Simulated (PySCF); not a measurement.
**From computed data to an observable: oscillator strength and radiative lifetime**

C₃H₃BFNO, SMILES FB1N=CC=CO1.

Geometry: B3LYP-D3(BJ)/def2-SVP. The structure was generated by enumeration, and PubChem lists no compound with its InChIKey, so it may never have been made.

PySCF with TDA-PBE/def2-SVPD puts the first singlet state with f over 0.02 at 5.43 eV (vertical), with the transition dipole (1.101, 0.488, 0.000) in atomic units.

Problem. Find the oscillator strength, the wavelength and the radiative lifetime that this transition would have in vacuum if emission retraced absorption.

Solution. 
|μ|² = 1.4503 au, so |μ| = 3.06 D. ΔE = 5.43/27.211 = 0.1995 hartree. f = (2/3) ΔE |μ|² = 0.193 (the program prints 0.193).
λ = 1239.84/5.43 = 228 nm; ν = 43796 cm⁻¹.
Einstein's coefficient A = 0.6670 ν² f s⁻¹ (ν in cm⁻¹) = 2.5e8 s⁻¹, so τ = 1/A = 4.1 ns. This state is S3; the lower singlets have f = 0.002, 0.000. The figure is the radiative limit of this one transition; relaxation, internal conversion, crossing to triplets and a medium change what is measured.
